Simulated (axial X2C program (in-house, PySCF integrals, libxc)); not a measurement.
## NaNi: from the spin-free to the two-component result

All values were computed with an axial X2C code built on PySCF integrals. Spin-free means the one-electron spin-free X2C Hamiltonian; two-component (2c) means X2C with spin–orbit coupling and atomic mean-field two-electron Coulomb and Gaunt terms, so the difference of the two also holds small scalar two-electron terms. Basis: Ni dyall-cv3z [9s9p6d3f2g], Na dyall-cv3z [9s8p5d2f] (cores contracted in-house); Gaussian nuclei, density fitting, unrestricted open shells. Masses: Ni 57.935 u, Na 22.990 u.

Spin-free state: M_S = 1/2, Λ = 0 (beyond evenly filled blocks: σα); fragments Ni + Na.

| level | Re (Å) | ωe (cm⁻¹) | De (eV) | μ (D) |
| --- | --- | --- | --- | --- |
| PBE0 | 2.634 | 204.1 | 1.255 | 4.67 |
| HF | 2.958 | 119.6 | 0.225 | 2.93 |
| CCSD | 2.634 | 215.9 | 1.226 | n/a |
| BHandHLYP | 2.647 | 200.0 | 1.139 | 4.36 |

Correlated methods: 11 electrons correlated (number of frozen shells: Ni 3 s, 2 p; Na 2 s, 1 p), 271 virtual spin orbitals or spinors in MP2, 89 natural virtuals in coupled cluster.

Dipoles are positive if Na is the positive end.

Two-component determinant lowest at the distance of the search:

Ω = 1/2 (⟨Sz⟩ = 0.27, ⟨Lz⟩ = 0.23 at HF); fragments Ni + Na.

| level | Re (Å) | ωe (cm⁻¹) | μ (D) |
| --- | --- | --- | --- |
| PBE0 | 2.634 | 204.1 | 4.67 |
| HF | 2.939 | 121.7 | 3.04 |
| CCSD | 2.620 | 221.2 | n/a |
| BHandHLYP | 2.647 | 200.0 | 4.36 |

(1) From the two tables, how do the constants change at the CCSD level (2c against spin-free)?

The state is a single determinant with fixed occupations, the lowest that a limited PBE0 search found. Dissociation energies refer to the lowest single-determinant-based atoms at the same level and basis. De is not given where an atomic determinant may have missed its ground term or J level, or where the truncated virtual space spoils (T). Density functionals use the spin component along the axis (collinear). CCSD ran in a truncated set of natural virtual spinors with an MP2 remainder; without triples it tends to underbind. Other states lie close and PBE0, whose exact exchange favours high spin, may order them wrongly; the determinant shown need not be the ground state. The nearest other spin-free determinant of the search, M_S = 1/2, Λ = 1, lies 0.05 eV up at the distance of the search. Without a current term, density functionals place determinants with orbital angular momentum somewhat too high. The determinant is spin-polarised beyond a pure state at some levels (its spin-free form has ⟨S²⟩ too high), which makes Re and μ there less reliable. The T1 diagnostic is large, a sign of multireference character.

## Answers

(1) At the CCSD level Re decreases by 0.014 Å and ωe goes up by 5.3 cm⁻¹.
